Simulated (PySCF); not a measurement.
# A small calculation by hand: oscillator strength and radiative lifetime

C4H6OS, SMILES O=C1CC[C@@H]1S.

Geometry: PBE-D3(BJ)/def2-SVP. The structure was generated by enumeration; whether it is a known compound was not checked. Other conformers were not sampled.

TDA-ωB97X/def2-SVPD in PySCF puts the first singlet state with f over 0.02 at 7.40 eV (vertical), with the transition dipole (-0.431, -0.154, -0.046) in atomic units.

**Question.** Find the oscillator strength, the wavelength and the radiative lifetime that this transition would have in vacuum if emission retraced absorption.

**Answer.** 
|μ|² = 0.2116 au, so |μ| = 1.17 D. ΔE = 7.40/27.211 = 0.2719 hartree. f = (2/3) ΔE |μ|² = 0.038 (the program prints 0.038).
λ = 1239.84/7.40 = 168 nm; ν = 59685 cm⁻¹.
Einstein's coefficient A = 0.6670 ν² f s⁻¹ (ν in cm⁻¹) = 9.1e7 s⁻¹, so τ = 1/A = 11 ns. This state is S5; the lower singlets have f = 0.002, 0.001, 0.014, 0.020. The figure is the radiative limit of this one transition; relaxation, internal conversion, crossing to triplets and a medium change what is measured.
